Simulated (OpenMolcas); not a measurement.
**I II: Slater's ratio, thermal populations, the spin-orbit constant, worked from levels**

```json
{"Program": "OpenMolcas", "Basis": "ANO-RCC-VQZP [8s7p5d3f2g]", "Scalar Hamiltonian": "DKH2, point nucleus", "Active space": "6 electrons in 8 orbitals (5s 5p 6s 6p)", "State averaging": "2S+1 = 3 even, 3 roots; 2S+1 = 1 even, 6 roots; 2S+1 = 3 odd, 3 roots; 2S+1 = 1 odd, 3 roots", "Spin-orbit coupling": "RASSI with atomic mean-field integrals over the reference wave functions, term energies averaged over their components"}
```

Methods: CASSCF; SS-CASPT2, IPEA 0.25 Eh, imaginary shift 0.1 Eh (closed shells correlated: 4d). Measured levels: NIST Handbook of Basic Atomic Spectroscopic Data.

**Slater's ratio.** With one set of orbitals, p4 has 1D - 3P = 6 F2 and 1S - 1D = 9 F2 (F2 = F²/25), a ratio of 3/2. Term energies are centres of gravity, weighted by 2J + 1.

```csv
Source,1D - 3P,1S - 3P,F2 from the first,Ratio
CASSCF,12639,24663,2106,0.951
SS-CASPT2,10882,27125,1814,1.493
measured,10648,26423,1775,1.481
```

Energies in cm-1. A ratio away from 3/2 shows effects beyond one configuration with one set of orbitals, and in heavier atoms second-order spin-orbit shifts. In CASSCF the valence s occupation is 1.95 in 1S against 2.00 in 1D: mixing out of s² acts most on 1S and pulls it down.

**Thermal populations.** Z = Σ (2J + 1) exp(-E/kT) with k = 0.695035 cm-1/K, over the levels below. No other level of either list lies under 81000 cm-1, which is above 7 kT at each temperature.

```
      Level  2J + 1  SS-CASPT2  measured
5s2 5p4 3P2       5        0.0       0.0
5s2 5p4 3P0       1       6270      6448
5s2 5p4 3P1       3       6270      7087
5s2 5p4 1D2       5      13670     13727
5s2 5p4 1S0       1      29910     29501
```

```csv
T (K),"Z, SS-CASPT2","Z, measured levels","Ground level (%), SS-CASPT2","Ground level (%), measured levels"
5000,5.756,5.643,86.9,88.6
8000,6.728,6.581,74.3,76.0
12000,7.885,7.738,63.4,64.6
```

At 12000 K, kT = 8340 cm-1, and the computed levels give Z = 5.000 + 0.472 + 1.415 + 0.971 + 0.028 = 7.885.

**The spin-orbit constant.** For the Hund term 3P of p4, E(J) = (A/2) J(J+1) + constant and ζ = -2S·A = -2A. From J = 0 to J = 2 the energy changes by 3 A.

```
   Source  E(2) - E(0)        A     ζ
   CASSCF      -5798.1  -1932.7  3865
SS-CASPT2      -6272.8  -2090.9  4182
 measured      -6447.9  -2149.3  4299
```

All in cm-1. SS-CASPT2 is off by -2.7 % and CASSCF by -10.1 %. Both methods take the spin-orbit matrix elements from the reference wave functions, so the second can move ζ only through the term energies and any multistate remixing. Second-order mixing with other terms is absorbed into this ζ.

CASPT2 does not keep the components of a term degenerate, so their means are used; among the terms shown or strongly mixed into the levels shown the widest spread is 71 cm-1 (5s2 5p4 1D, SS-CASPT2). Over all roots computed the reference weight is 0.81 to 0.91 in SS-CASPT2; the roots of lowest weight are the least certain, and an intruder state may touch them. Active for correlation alone: 6p 6s; no level in the range computed is led by a configuration that fills them, so any true level of that kind is missing. Computed and measured levels are paired by configuration, term and J; levels that our copy of the source lacks, or whose pairing is in doubt (as where it misses far off the trend of its configuration), stay unpaired and out of the deviations. Only configurations of the active space appear.
